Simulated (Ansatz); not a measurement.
Program: Ansatz. Geometries: PBE0-D4/def2-TZVP. ΔE: electronic, gas phase. CBS: MP2 limit from def2 TZ/QZ plus the TZ coupled-cluster correction, frozen cores. For Ge outer-core shells are correlated without core-valence functions, which leaves a few kJ/mol of doubt a bond. Scalar relativity is left out up to krypton. One conformer a species, not always the lowest.

Consider the ligand exchange at a Ge–C bond: `C[C](F)(Cl)[GeH3]` + `C[SiH2]N` → `C[SiH2][NH][GeH3]` + `CC(F)Cl`.

```json
{"species": "`C[C](F)(Cl)[GeH3]`", "HF/CBS(def2) energy (Eh)": "-2713.67391"}
{"species": "`C[SiH2]N`", "HF/CBS(def2) energy (Eh)": "-385.43101"}
{"species": "`C[SiH2][NH][GeH3]`", "HF/CBS(def2) energy (Eh)": "-2462.01520"}
{"species": "`CC(F)Cl`", "HF/CBS(def2) energy (Eh)": "-637.11408"}
```

Task: Work out ΔE.

Result: ΔE = (-2462.01520) + (-637.11408) − (-2713.67391) − (-385.43101) = -0.02436 Eh = -64.0 kJ/mol. CCSD(T)/CBS gives -39.9 kJ/mol.

Largest T1 diagnostic among the species: 0.011.

In def2-TZVPP, CCSD(T) changes the Hartree–Fock value by +18.5 kJ/mol (the triples alone add +2.7 kJ/mol) and MP2 by +18.8 kJ/mol. From PBE to PBE0 (25 % exact exchange), in def2-TZVPP and without D4, ΔE moves by −6.2 kJ/mol.
